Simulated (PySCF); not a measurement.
Gas-phase reaction: GaNH₂ + 3 C₂H₄ → Ga(CH₃)₂NH₂ + C₄H₆ (butadiene)

Computed with PySCF and rigid-rotor harmonic-oscillator thermochemistry at 1 bar. † marks an energy on the PBE0/def2-TZVP geometry and frequencies; other levels use their own. MP2 freezes the core. 6-31G* has spherical d functions here. All species are closed-shell singlets. B3LYP is the form with VWN-RPA correlation. Ga: all electrons, no relativistic terms. GaNH₂, Ga(CH₃)₂NH₂: computed as isolated molecules; such fragments, hydroxides, amides, oligomers or adducts are transient or little studied in the gas. MP2 isn't extrapolated to the basis-set limit.

```tsv
level	ΔH°(298 K), kJ
B3LYP/6-31G*	-167
B3LYP/def2-TZVP†	-156
HF/6-31G*	-159
M06-2X/def2-TZVP†	-208
MP2/def2-TZVPP†	(withheld)
PBE/def2-SVP	-211
PBE/def2-TZVP†	-196
PBE0/def2-QZVP†	(withheld)
PBE0/def2-TZVP	-214
r2SCAN/def2-TZVP†	(withheld)
ωB97M-V/def2-TZVP†	(withheld)
```

Task: Complete the blanks.

Result: 
- MP2/def2-TZVPP†, ΔH°(298 K), kJ: -240
- PBE0/def2-QZVP†, ΔH°(298 K), kJ: -214
- r2SCAN/def2-TZVP†, ΔH°(298 K), kJ: -224
- ωB97M-V/def2-TZVP†, ΔH°(298 K), kJ: -196
